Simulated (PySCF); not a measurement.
Gas-phase reaction: 2 CH2FCF3 → 2 HF + 3 F2 + C4H2

Method: PySCF energies (xtb for GFN2) plus ideal-gas RRHO corrections (1 bar). † marks an energy on the PBE0/def2-TZVP geometry and frequencies; other levels use their own. 6-31G* has spherical d functions here. All species are closed-shell singlets. B3LYP is the form with VWN-RPA correlation. The harmonic model lacks anharmonicity and excited electronic states, which grow with temperature; levels with a mode under 35 cm⁻¹ are left out. Internal rotation in CH2FCF3 is treated as a harmonic vibration of one conformer, which makes the entropy rough.

| level | ΔE electronic, kJ | ΔH°(298 K), kJ | ΔS°(298 K), J/K | ΔG°(1200 K), kJ |
|---|---|---|---|---|
| B3LYP/def2-TZVP† | 1769 | 1722 | 568 | 1027 |
| BLYP/def2-TZVP† | 1642 | 1594 | 568 | 899 |
| GFN2-xTB | 1640 | 1595 | 563 | 906 |
| HF/6-31G* | 2069 | 2015 | 567 | 1319 |
| HF/def2-TZVP† | 1979 | 1932 | 568 | 1237 |
| M06-2X/def2-TZVP† | 1899 | 1851 | 568 | 1156 |
| PBE/def2-SVP | 1893 | 1846 | 566 | 1153 |
| PBE/def2-TZVP† | 1754 | 1707 | 568 | 1012 |
| LDA/def2-TZVP† | 1999 | 1952 | 568 | 1257 |
| ωB97M-V/def2-TZVP† | 1860 | 1812 | 568 | 1117 |
ΔH° is lowest at BLYP/def2-TZVP† and highest at HF/6-31G*. No reference value is set beside these.
